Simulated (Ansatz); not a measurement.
Ansatz (a quantum-chemistry and plane-wave program) input:
A basis named .json is the Basis Set Exchange file of that set.

Ansatz 0.2 input:
```yaml
crystal:
  periodic: [false, false, false]
  atoms:
    - {symbol: C, position_ang: [-1.82422356, -0.00727496, -0.06648002]}
    - {symbol: C, position_ang: [-0.54561495, 0.31879722, -0.02996540]}
    - {symbol: C, position_ang: [0.69460172, -0.03732280, 0.02657261]}
    - {symbol: O, position_ang: [1.85279792, -0.16939667, 0.07307410]}
    - {symbol: H, position_ang: [-2.60217544, 0.74973474, -0.11870559]}
    - {symbol: H, position_ang: [-2.16878719, -1.03975820, -0.04665032]}
basis:
  gaussian:
    orbitals: aug-cc-pVTZ
    fitting: {mean_field: def2-universal-jkfit, correlation: aug-cc-pVTZ-RIFIT.json}
total_charge: 1
magnetization: {spin_polarized: true, initial_magnetization: 1}
correlation: {method: mp2, electrons: outside_noble_gas}
```

What final total energy does it print?

-189.94401 Eh (RI-MP2/aug-cc-pVTZ). The basis has 230 functions.

This state (charge 1, doublet) is run at the relaxed geometry of the species with charge 0 and multiplicity 1.

The determinant is spin-contaminated: <S^2> is 1.09 against 0.75 for a pure state.
